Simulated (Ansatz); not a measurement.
Start from `C[SiH2][SiH2][SeH]` and change one atom or group to get `C[SiH2][SiH2]Br`.

Ansatz, PBE0-D4/def2-TZVP geometries, multiplicity 1. Each molecule was computed in one conformer, which needn't be the lowest.

Scalar relativity is left out up to krypton. Spin–orbit coupling is left out; it splits and shifts lone-pair levels of the heavy atoms by tenths of an eV.

```tsv
property	`C[SiH2][SiH2][SeH]`
HOMO energy (ωB97M-V/def2-TZVPP) / eV	-8.98
size of the dipole moment (B3LYP/def2-TZVPP) / D	1.21
HOMO–LUMO gap (PBE/def2-TZVPP) / eV	4.55
HOMO energy (PBE0/def2-TZVPP) / eV	-6.88
LUMO energy (PBE0/def2-TZVPP) / eV	-0.40
LUMO energy (PBE/def2-TZVPP) / eV	-1.22
```

Problem. What does the change do to each property? (Estimate.)

Solution. Ansatz gave: 
```json
{"property": "HOMO energy (ωB97M-V/def2-TZVPP) / eV", "`C[SiH2][SiH2]Br`": "-9.84", "shift": "-0.86"}
{"property": "size of the dipole moment (B3LYP/def2-TZVPP) / D", "`C[SiH2][SiH2]Br`": "1.67", "shift": "0.46"}
{"property": "HOMO–LUMO gap (PBE/def2-TZVPP) / eV", "`C[SiH2][SiH2]Br`": "5.13", "shift": "0.58"}
{"property": "HOMO energy (PBE0/def2-TZVPP) / eV", "`C[SiH2][SiH2]Br`": "-7.78", "shift": "-0.90"}
{"property": "LUMO energy (PBE0/def2-TZVPP) / eV", "`C[SiH2][SiH2]Br`": "-0.65", "shift": "-0.25"}
{"property": "LUMO energy (PBE/def2-TZVPP) / eV", "`C[SiH2][SiH2]Br`": "-1.50", "shift": "-0.28"}
```

With PBE0 the HOMO falls by 0.90 eV and the LUMO falls by 0.25 eV, so the gap widens by about 0.65 eV. PBE moves the HOMO by -0.86 eV and ωB97M-V by -0.86 eV. Dipoles are sizes alone; their direction can turn.

B3LYP here is the variant with VWN-RPA as its local correlation; programs differ in this.
